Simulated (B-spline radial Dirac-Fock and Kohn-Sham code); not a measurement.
How the settings move the core levels of Cl⁵⁺

ΔSCF core binding energies without Breit or QED terms, calculated with a radial atomic solver. Keys: rel is the Hamiltonian (dirac, or spin-free x2c and nr, where L3 and M5 stand for the whole 2p and 3d shells), method is hf or an exchange,correlation pair (spin-unpolarised, also for the hole states), nuc the nuclear model, radius_factor scales its radius, rmax is the box in bohr, h the logarithmic mesh step, order the B-spline order, points the quadrature points per cell, c_factor scales the speed of light, and damp, ndamp, maxit and tol steer the iteration. The run stops when the commutator error falls below 10·tol·max(1, Z/10), or the numerical noise floor, and the energy has settled to about 1e-8 Ha; the virial ratio is −V/T.

Base input:

```json
{"items": [{"Z": 17, "q": 5, "cfg": [[1, 0, 2], [2, 0, 2], [2, 1, 6], [3, 0, 2]], "A": 35, "rrms": 3.3654, "do": "settings", "holes": ["K", "L3", "M5"],
  "settings": [{"rel": "dirac", "method": "hf", "nuc": "fermi", "radius_factor": 1.0, "rmax": 45.0, "h": 0.3, "order": 8, "points": 10, "c_factor": 1.0, "maxit": 60, "damp": 0.5, "ndamp": 3, "tol": 1e-08}]}]}
```

The ground state converged in 9 iterations, with total energy -453.86685 Ha, virial ratio 1.99357 and highest orbital energy -95.17 eV. ΔSCF binding energies: K (1s) 2930.4 eV, L3 (2p3/2) 298.5 eV. Holes are computed only in closed shells, and unreliable hole states are left out.

Changes from the base run:

```csv
changed setting,Δ total energy (Ha),Δ K (eV),Δ L3 (eV),iterations
order = 9; c_factor = 1.5; damp = 0.8,+0.81241,-6.10,+0.27,9
"method = "wc,pbe"",-0.04974,+11.33,+2.32,9
rel = "nr"; c_factor = 1.5; damp = 0.8,?,?,?,?
order = 9,0.00000,0.00,0.00,9
h = 0.18,0.00000,0.00,0.00,9
nuc = "sphere",0.00000,0.00,0.00,9
tol = 0.0001,0.00000,0.00,0.00,7
```

Task: What does the change rel = "nr"; c_factor = 1.5; damp = 0.8 do?

Result: The total energy moves by +1.45703 Ha and the binding energies by K -10.93 eV, L3 +0.49 eV; the run takes 9 iterations.
